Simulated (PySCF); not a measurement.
In(H)(Et)(NH2) (C2H8InN), SMILES C[CH2][InH][NH2].

The structure is a stationary point at PBE0-D3(BJ)/def2-SVP. The structure was generated by enumeration; whether it is a known compound was not checked. The def2 effective core potentials stand for the cores of In; spin–orbit coupling is left out. One conformer was computed; it need not be the lowest.

Method: TDA-PBE/def2-SVPD (PySCF).

Vertical excitations. The molecule is in vacuum. State labels are in the subgroup Cs.

Computed lowest excited states:
| state | symmetry | energy (eV) | λ (nm) | f | main pairs |
|---|---|---|---|---|---|
| S1 | A" | 4.72 | 263 | 0.033 | HOMO→LUMO+1 69 %, HOMO−1→LUMO 30 % |
| S2 | A" | 4.78 | 260 | 0.020 | HOMO−1→LUMO 70 %, HOMO→LUMO+1 29 % |
| S3 | A' | 4.86 | 255 | 0.087 | HOMO→LUMO 90 % |
| S4 | A" | 5.45 | 227 | 0.015 | HOMO→LUMO+2 98 % |
| S5 | A' | 5.56 | 223 | 0.032 | HOMO−1→LUMO+1 79 %, HOMO−1→LUMO+2 16 % |
| S6 | A" | 5.84 | 212 | 0.000 | HOMO→LUMO+3 97 % |
| S7 | A" | 6.10 | 203 | 0.030 | HOMO−2→LUMO 97 % |
| S8 | A" | 6.24 | 199 | 0.017 | HOMO→LUMO+4 99 % |
| S9 | A' | 6.35 | 195 | 0.056 | HOMO−1→LUMO+3 51 %, HOMO−1→LUMO+2 43 % |
| S10 | A' | 6.65 | 187 | 0.161 | HOMO−1→LUMO+3 33 %, HOMO−3→LUMO 27 %, HOMO−1→LUMO+2 19 %, HOMO−2→LUMO+1 9 % |
| T1 | A' | 3.66 | 339 | 0 | HOMO→LUMO 99 % |
| T2 | A" | 4.40 | 282 | 0 | HOMO→LUMO+1 98 % |
| T3 | A" | 4.49 | 276 | 0 | HOMO−1→LUMO 99 % |
| T4 | A' | 4.90 | 253 | 0 | HOMO−1→LUMO+1 95 % |
Triplets are in the Tamm–Dancoff approximation.
